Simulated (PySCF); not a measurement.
C₅H₉NSi.
Cartesian coordinates in Å at the PBE0-D3(BJ)/def2-SVP level; atoms count from 1:
```xyz
16
C5H9NSi angstrom
C      0.8713    1.1691    2.1838
C      0.9388    0.2142    1.4387
C      0.9856   -0.9205    0.5544
C      1.5959   -0.8092   -0.8171
C      0.1090   -0.9585   -0.6928
Si    -1.0495    0.4688   -1.0599
N     -2.2751    0.5136    0.1614
H      0.8368    2.0201    2.8382
H      1.1225   -1.8782    1.0681
H      2.1819   -1.6619   -1.1694
H      1.9937    0.1678   -1.1064
H     -0.2947   -1.9533   -0.9113
H     -1.7402    0.2497   -2.3683
H     -0.1963    1.6977   -1.1993
H     -3.1240    1.0404   -0.0123
H     -1.9626    0.6477    1.1189
```

Linear response at wB97X-D/def2-SVPD (PySCF, frozen core in the response, non-relativistic).

Static isotropic polarisability: 89.28 au (13.23 Å³), principal values 75.6, 89.5, 102.7 au.

What is the polarisability at 1064 nm and at the sodium D line?

90.08 au at 1064 nm (+0.9 %), 91.96 au at 589.3 nm (+3.0 %). The rise at 589.3 nm is 3.36 times that at 1064 nm; a pure ω² law gives 3.26. The lowest singlet lies at 200 nm, shorter than both wavelengths.

What is the isotropic C6 coefficient between two such molecules, C6 = (3/π)∫α(iω)² dω?

3098 au (Eh·bohr⁶) by a ten-point quadrature over imaginary frequencies, which is 1850 eV·Å⁶ or 179 J·nm⁶/mol.

Which effective excitation energy ω̄ makes London's formula C6 = (3/4)α²ω̄ exact here?

ω̄ = 4·C6/(3α²) = 0.518 Eh = 14.1 eV. A one-pole form α(ω) = α/(1 − ω²/ω̄²) fitted to the 1064 nm value gives 12.4 eV. London's choice of the ionisation energy (9.33 eV, ΔSCF at the same level) gives C6 = 2050 au, 34 % too low.

How many electrons N does the Slater–Kirkwood formula C6 = (3/4)·√N·α^(3/2) need to give this C6?

N = (4·C6/3)²/α³ = 24.0; the species has 60 electrons in all.

What molar refraction at the D line follows from R = (4π/3)·N_A·α′, with α′ the polarisability volume?

α′ = 13.63 Å³ gives R = 34.37 cm³/mol, for isolated, non-vibrating species.

What n − 1 at the D line would an ideal gas of it have at 273.15 K and 1 atm (2.6868 × 10¹⁹ cm⁻³), by n − 1 = 2π·N·α′?

23.00 × 10⁻⁴, a formal value whether or not that pressure can be reached.

One conformer stands for the species.

The pairwise dispersion term of wB97X-D wasn't added to the energies; at a given geometry it leaves orbitals and properties as they are.
